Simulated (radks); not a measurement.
Ionisation of neutral nitrogen, [He] 2s2 2p3, to [He] 2s2 2p2 as the strength of local exchange is varied. Method: Dirac Kohn-Sham, Slater X-alpha exchange (alpha = 2/3 is LDA exchange), no correlation, spin-unpolarised, spherical densities, point nucleus; open shells fill j = l - 1/2 first; computed with a radial shooting solver on a logarithmic mesh with Libxc functionals.

alpha  E(N) (hartree)  exchange (hartree)  IE (eV)  -e of the level emptied (eV)  <r> of it (bohr)
0.553       -52.64144            -4.62792   10.897                 4.809 (2p3/2)             1.577
0.586       -52.91822            -4.92580   11.316                 5.143 (2p3/2)             1.556
0.667       -53.60276            -5.66711   12.374                 6.002 (2p3/2)             1.509
0.816       -54.88108            -7.06820   14.439                 7.720 (2p3/2)             1.432
0.932       -55.89331            -8.19239   16.148                 9.178 (2p3/2)             1.379
0.959       -56.13104            -8.45824   16.559                 9.532 (2p3/2)             1.367
0.99        -56.40499            -8.76541   17.036                 9.945 (2p3/2)             1.355

NIST Atomic Spectra Database: 14.534 eV (measured). The Delta-SCF value meets it near alpha = 0.82. Spin polarisation and multiplet splitting are left out, so open shells lie too high by an amount that depends on their filling.

Beside tabulated values, note that spin-unpolarised runs miss the spin-polarisation part of the exchange energy of open shells.
